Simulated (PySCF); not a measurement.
# Vertical excitation energies

C₆H₁₁S (charge +1).
SMILES: `C#CC[S@+](C)CC`

Method: TDDFT wB97X-D/def2-SVPD, vertical, gas phase, core orbitals frozen in the response (PySCF). Geometry: GFN2-xTB, one conformer, isolated ion. Torsions of this conformer, `[CH:1]#[C:2][CH2:3][S@+:4]([CH3:5])[CH2:6][CH3:7]`: C2–C3–S4–C5 -64°, C3–S4–C6–C7 176°.

```tsv
state	E (eV)	E (kJ/mol)	λ (nm)	f	main configurations (H = HOMO, L = LUMO)
S1	5.90	570	210.0	0.0007	H→L (71%), H→L+2 (13%)
S2	6.45	623	192.1	0.071	H-1→L (64%)
S3	6.95	671	178.4	0.0013	H-1→L+1 (44%), H-1→L+4 (16%), H-1→L+5 (11%)
S4	7.25	699	171.1	0.020	H→L+1 (58%), H→L (14%), H→L+2 (12%)
S5	7.33	708	169.1	0.0062	H-1→L+1 (20%), H-1→L+4 (14%), H-1→L (13%)
S6	7.69	742	161.1	0.033	H→L+2 (26%), H-1→L+2 (16%), H-1→L+1 (16%)
S7	7.79	751	159.2	0.0008	H→L+2 (28%), H-1→L+2 (26%), H→L+1 (17%)
S8	7.91	763	156.7	0.044	H-2→L (89%)
```

Triplets, Tamm–Dancoff:

```tsv
state	E (eV)	λ (nm)	main configurations (H = HOMO, L = LUMO)
T1	5.21	237.9	H-1→L (49%), H-1→L+2 (16%)
T2	5.57	222.5	H→L (59%), H→L+2 (16%)
T3	5.97	207.8	H→L+4 (27%), H→L+5 (20%), H→L+3 (12%)
```

The lowest singlet lies at 5.90 eV (210 nm, ultraviolet) and is very weak; its leading configuration is HOMO→LUMO (71%). The most intense listed level is S2 at 6.45 eV (192 nm, f = 0.071), 0.55 eV above S1. Löwdin shares by element: HOMO carbon 91% or more; LUMO sulfur 41%, carbon 36% or more (atoms not listed hold the other 23%). The oscillator strengths of these states sum to 0.178; summed over the whole spectrum of an exact calculation they would give the number of electrons, 62 (Thomas–Reiche–Kuhn). Orbital energies (eV): HOMO-3 -16.69, HOMO-2 -16.08, HOMO-1 -14.27, HOMO -14.17, LUMO -3.29, LUMO+1 -2.81, LUMO+2 -2.23. Weighted by f, the mean energy of these states is 7.18 eV. No computed singlet lies in the visible range (380 to 750 nm); the lowest, at 210 nm, stands 2.64 eV above its violet end (3.26 eV). The window holds the lowest 8 singlets.

Time: 48 s wall; peak memory 1.0 GiB. Hardware: an Arm Neoverse V2 with one thread (shared host).
